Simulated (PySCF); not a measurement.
**Radial density of K²⁺ (potassium, charge +2)**

UHF, [Ne] 3s2 3p5, 2P determinant. All numbers are calculated (PySCF 2.14, scalar relativity by spin-free X2C-1e, in cc-pVTZ-X2C).

```json
{"r (bohr)": "0.00117", "4πr²ρ (e/bohr)": "0.09425", "4πr²(ρα − ρβ)": "0.0000"}
{"r (bohr)": "0.00197", "4πr²ρ (e/bohr)": "0.2477", "4πr²(ρα − ρβ)": "0.0000"}
{"r (bohr)": "0.00331", "4πr²ρ (e/bohr)": "0.6397", "4πr²(ρα − ρβ)": "0.0000"}
{"r (bohr)": "0.00557", "4πr²ρ (e/bohr)": "1.601", "4πr²(ρα − ρβ)": "0.0000"}
{"r (bohr)": "0.00938", "4πr²ρ (e/bohr)": "3.795", "4πr²(ρα − ρβ)": "0.0001"}
{"r (bohr)": "0.0158", "4πr²ρ (e/bohr)": "8.200", "4πr²(ρα − ρβ)": "0.0003"}
{"r (bohr)": "0.0265", "4πr²ρ (e/bohr)": "15.13", "4πr²(ρα − ρβ)": "0.0015"}
{"r (bohr)": "0.0446", "4πr²ρ (e/bohr)": "21.48", "4πr²(ρα − ρβ)": "0.0081"}
{"r (bohr)": "0.0751", "4πr²ρ (e/bohr)": "20.59", "4πr²(ρα − ρβ)": "0.0363"}
{"r (bohr)": "0.126", "4πr²ρ (e/bohr)": "15.67", "4πr²(ρα − ρβ)": "0.1139"}
{"r (bohr)": "0.212", "4πr²ρ (e/bohr)": "20.70", "4πr²(ρα − ρβ)": "0.1846"}
{"r (bohr)": "0.357", "4πr²ρ (e/bohr)": "19.59", "4πr²(ρα − ρβ)": "0.0532"}
{"r (bohr)": "0.601", "4πr²ρ (e/bohr)": "6.178", "4πr²(ρα − ρβ)": "0.1349"}
{"r (bohr)": "1.01", "4πr²ρ (e/bohr)": "5.995", "4πr²(ρα − ρβ)": "0.7825"}
{"r (bohr)": "1.70", "4πr²ρ (e/bohr)": "3.363", "4πr²(ρα − ρβ)": "0.5034"}
{"r (bohr)": "2.86", "4πr²ρ (e/bohr)": "0.2624", "4πr²(ρα − ρβ)": "0.0417"}
{"r (bohr)": "4.81", "4πr²ρ (e/bohr)": "0.0001138", "4πr²(ρα − ρβ)": "0.0001"}
{"r (bohr)": "8.09", "4πr²ρ (e/bohr)": "0.0002997", "4πr²(ρα − ρβ)": "0.0001"}
{"r (bohr)": "13.6", "4πr²ρ (e/bohr)": "0.0001070", "4πr²(ρα − ρβ)": "0.0000"}
```

Densities and radii are taken from the X2C orbitals without a picture-change correction, which distorts them close to the nucleus.
